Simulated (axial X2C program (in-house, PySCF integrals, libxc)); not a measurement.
**Low determinants of SbTe⁺ at the PBE0 level, with spin–orbit coupling**

All values were computed with an in-house relativistic program for diatomic molecules. Two-component (2c) means X2C with spin–orbit coupling and atomic mean-field two-electron Coulomb and Gaunt terms. Basis: Te dyall-cv3z [11s12p8d4f1g], Sb dyall-cv3z [11s12p8d4f1g] (cores contracted in-house); Gaussian nuclei, density fitting, unrestricted open shells. Masses: Te 129.906 u, Sb 120.904 u.

Search at 2.461 Å (vertical energies from the lowest determinant):

| ΔE (eV) | state | electrons beyond evenly filled partner blocks | electrons in ±ω = 1/2, 3/2, 5/2, 7/2 |
| --- | --- | --- | --- |
| 0.00 | Ω = 0 | none | 64 30 8 0 |
| 1.52 | Ω = 1 | ω = -1/2, ω = 3/2 | 65 29 8 0 |
| 1.83 | Ω = 2 | ω = 1/2, ω = 3/2 | 65 29 8 0 |
| 1.98 | Ω = 3 | 2 × ω = 3/2 | 64 30 8 0 |
| 2.01 | Ω = 1 | 2 × ω = 1/2 | 64 30 8 0 |
| 2.47 | Ω = 1 | ω = -1/2, ω = 3/2 | 63 31 8 0 |
| 2.79 | Ω = 2 | ω = 1/2, ω = 3/2 | 63 31 8 0 |

Lowest determinant, Ω = 0 (closed shell): Re = 2.454 Å, ωe = 302.0 cm⁻¹.

The determinant in row 2 of the search, Ω = 1 (⟨Sz⟩ = 0.99, ⟨Lz⟩ = 0.01 at PBE0), was followed along the bond at PBE0; measured from the minimum of the lowest determinant it gives:

Te = 1.181 eV (9527 cm⁻¹), Re = 2.674 Å, ωe = 222.3 cm⁻¹.

(1) Compare the bond of the determinant in row 2 with that of the lowest one.

The search compares states at one distance, so a state with another bond length can lie lower; it is not exhaustive and yields mostly the lowest determinant of each block pattern, so other components and higher states of one pattern are missing. These are energies of single determinants, not of spin-adapted states; PBE0 term energies can be off by some tenths of an eV, and the functional has no current term. Open-shell Ω = 0 determinants with evenly filled partner blocks cannot be reached by this program, so the Ω shown need not be the lowest component.

Answers

(1) At PBE0 its Re is 0.220 Å longer and its force constant, which goes as ωe², is 0.54 times that of the lowest determinant. T0 ≈ Te + Δωe/2 = 9527 + (-40) = 9487 cm⁻¹.
